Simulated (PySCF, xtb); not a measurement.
H3Sn, SMILES [SnH3-], charge -1.

GFN2-xTB (xtb) at its own geometry gives an orbital gap of 5.24 eV.

The structure is a stationary point at B3LYP-D3(BJ)/def2-TZVPD. The def2 effective core potentials stand for the cores of Sn; spin–orbit coupling is left out.

Question: What does M06-2X/def2-TZVPD (PySCF) give? (An estimate is asked for; the answer gives what the named calculation found.)

Answer: gap 5.77 eV (levels -1.28 and 4.49 eV).
